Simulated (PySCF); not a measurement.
SMILES COC(=O)[SiH2][SiH2]c1ccccc1 (C8H12O2Si2), GFN2-xTB optimised geometry.

```
24

C     -3.20    -4.38    -2.17
O     -2.44    -3.18    -2.29
C     -1.19    -3.20    -1.81
O     -0.70    -4.18    -1.30
Si    -0.38    -1.48    -1.98
Si    -0.83    -0.34    -0.01
C      0.12     1.29     0.00
C     -0.53     2.52    -0.01
C      0.18     3.71    -0.01
C      1.56     3.69     0.00
C      2.23     2.47     0.00
C      1.51     1.29     0.00
H     -3.31    -4.65    -1.12
H     -4.17    -4.18    -2.62
H     -2.70    -5.20    -2.69
H      1.04    -1.73    -2.24
H     -0.96    -0.90    -3.20
H     -0.42    -1.09     1.19
H     -2.25    -0.02     0.17
H     -1.61     2.54    -0.01
H     -0.35     4.65    -0.01
H      2.12     4.61     0.00
H      3.31     2.45     0.00
H      2.04     0.35     0.00
```

Density from B3LYP/def2-SVP run with PySCF 2.14.0 at that geometry.

Minimum of the electron density along straight lines between bonded atoms, close to the bond critical point (lines longer than 1.1 times the sum of covalent radii, or with two minima, are not listed):

| bond | length / Å | ρ at the minimum / e bohr⁻³ | ∇²ρ there / e bohr⁻⁵ | position (fraction from the first atom) |
|---|---|---|---|---|
| C1–O2 | 1.423 | 0.245 | -0.35 | 0.34 |
| O2–C3 | 1.340 | 0.300 | -0.28 | 0.67 |
| C3–O4 | 1.207 | 0.414 | 0.33 | 0.33 |
| C3–Si5 | 1.908 | 0.110 | 0.33 | 0.62 |
| Si6–C7 | 1.889 | 0.113 | 0.33 | 0.38 |
| C7–C8 | 1.391 | 0.309 | -0.78 | 0.50 |
| C8–C9 | 1.383 | 0.315 | -0.82 | 0.50 |
| C9–C10 | 1.384 | 0.315 | -0.82 | 0.50 |
| C10–C11 | 1.385 | 0.314 | -0.82 | 0.50 |
| C7–C12 | 1.393 | 0.308 | -0.78 | 0.50 |
| C11–C12 | 1.382 | 0.315 | -0.82 | 0.50 |
| C1–H13 | 1.092 | 0.283 | -1.09 | 0.64 |
| C1–H14 | 1.087 | 0.286 | -1.12 | 0.64 |
| C1–H15 | 1.092 | 0.283 | -1.10 | 0.64 |
| Si5–H16 | 1.467 | 0.116 | 0.32 | 0.49 |
| Si5–H17 | 1.466 | 0.116 | 0.33 | 0.49 |
| Si6–H18 | 1.472 | 0.115 | 0.32 | 0.49 |
| Si6–H19 | 1.473 | 0.115 | 0.32 | 0.49 |
| C8–H20 | 1.081 | 0.285 | -1.08 | 0.63 |
| C9–H21 | 1.081 | 0.284 | -1.08 | 0.63 |
| C10–H22 | 1.080 | 0.284 | -1.08 | 0.63 |
| C11–H23 | 1.081 | 0.284 | -1.08 | 0.63 |
| C12–H24 | 1.081 | 0.284 | -1.07 | 0.63 |
